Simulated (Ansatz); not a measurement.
`N[SiH2][SiH](O)S` + H–F → `N[SiH2][SiH](F)S` + H₂O  (ligand exchange at the Si–O bond)

Isolated molecules relaxed with PBE0-D4/def2-TZVP in Ansatz; ΔE leaves out vibrations. CCSD(T)/CBS adds triple-zeta CCSD(T) − MP2 to the extrapolated MP2 energy (def2 sets, frozen cores). This one scheme is used for every species. DFT in def2-TZVPP. B3LYP here is the variant with VWN-RPA as its local correlation; programs differ in this. Each species was taken in one conformer, which may not be the lowest.

`N[SiH2][SiH](O)S`:

Z-matrix (Å, degrees):
```
Si
Si 1 2.343
N 1 1.732 2 102.9
H 1 1.495 2 112.1 3 -125.6
H 1 1.488 2 111.2 3 114.1
S 2 2.148 1 103.0 3 67.1
O 2 1.649 1 109.5 3 -53.2
H 2 1.482 1 117.6 3 -172.1
H 3 1.009 1 118.3 2 -59.4
H 3 1.009 1 119.2 2 161.9
H 6 1.345 2 95.7 1 -176.3
H 7 0.961 2 115.1 1 41.9
```

H–F:

Cartesian coordinates in Å:
```
F -0.244 -0.230 -0.315
H 0.244 0.230 0.315
```

`N[SiH2][SiH](F)S`:

```xyz
11

N    -0.240   -0.532    1.585
Si   -0.278    0.892    0.600
Si    0.533    0.214   -1.493
F     2.134    0.076   -1.418
S    -0.400   -1.652   -1.874
H    -0.906   -0.614    2.337
H     0.653   -0.907    1.869
H    -1.705    1.289    0.472
H     0.486    2.058    1.134
H     0.249    1.089   -2.657
H    -0.526   -1.912   -0.555
```

H₂O:

Z-matrix (Å, degrees):
```
O
H 1 0.960
H 1 0.960 2 105.1
```

Q: Is it downhill or uphill in electronic energy at CCSD(T)/CBS, and by how much? (Best estimate.)

A: The calculation gave: Downhill: ΔE = -42.3 kJ/mol.

Q: What do these levels give: B3LYP-D4, ωB97X-V, PBE, r2SCAN, PBE0, HF/def2-TZVPP, CCSD/def2-TZVPP, CCSD(T)/def2-TZVPP, HF/def2-QZVPP, MP2/def2-QZVPP, MP2/CBS(def2), CCSD/CBS(def2)? (Estimate.)

A: The calculation gave: B3LYP-D4 -44.0, ωB97X-V -44.1, PBE -45.2, r2SCAN -45.2, PBE0 -43.6, HF/def2-TZVPP -45.4, CCSD/def2-TZVPP -41.2, CCSD(T)/def2-TZVPP -40.5, HF/def2-QZVPP -46.7, MP2/def2-QZVPP -40.3, MP2/CBS(def2) -40.6, CCSD/CBS(def2) -43.0 kJ/mol.

Largest T1 diagnostic among the species: 0.012.

In def2-TZVPP, CCSD(T) changes the Hartree–Fock value by +4.9 kJ/mol (the triples alone add +0.7 kJ/mol) and MP2 by +6.6 kJ/mol. The D4 term adds +3.4 kJ/mol with B3LYP and +1.9 kJ/mol with PBE0; it sums over pairs of atoms, weighted by their polarisabilities, and B3LYP, whose exchange is more repulsive, gets the larger term.
